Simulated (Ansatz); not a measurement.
One change: `[BH2][SnH2][CH2]Cl` becomes `[F][SnH2][CH2]Cl`.

Ansatz, PBE0-D4/def2-TZVP geometries, multiplicity 1. Each molecule was computed in one conformer, which needn't be the lowest.

Elements past krypton have def2 core potentials.

| property | `[BH2][SnH2][CH2]Cl` |
| --- | --- |
| LUMO energy (ωB97M-V/def2-TZVPP) / eV | 0.61 |
| HOMO–LUMO gap (PBE0/def2-TZVPP) / eV | 6.20 |
| HOMO energy (PBE/def2-TZVPP) / eV | -6.17 |
| size of the dipole moment (ωB97M-V/def2-TZVPP) / D | 2.01 |
| LUMO energy (PBE0/def2-TZVPP) / eV | -1.04 |
| HOMO–LUMO gap (ωB97M-V/def2-TZVPP) / eV | 9.94 |

Problem. What does the change do to each property? (Estimate.)

Solution. Computed: 
```csv
property,`[F][SnH2][CH2]Cl`,shift
LUMO energy (ωB97M-V/def2-TZVPP) / eV,0.90,0.29
HOMO–LUMO gap (PBE0/def2-TZVPP) / eV,7.39,1.19
HOMO energy (PBE/def2-TZVPP) / eV,-6.83,-0.66
size of the dipole moment (ωB97M-V/def2-TZVPP) / D,1.14,-0.87
LUMO energy (PBE0/def2-TZVPP) / eV,-0.73,0.31
HOMO–LUMO gap (ωB97M-V/def2-TZVPP) / eV,11.22,1.28
```

With PBE0 the HOMO falls by 0.89 eV and the LUMO rises by 0.31 eV, so the gap widens by about 1.20 eV. PBE moves the HOMO by -0.66 eV and ωB97M-V by -0.98 eV. The zero-point energy changes by -50.1 kJ/mol with -6 modes. Dipoles are sizes alone; their direction can turn.
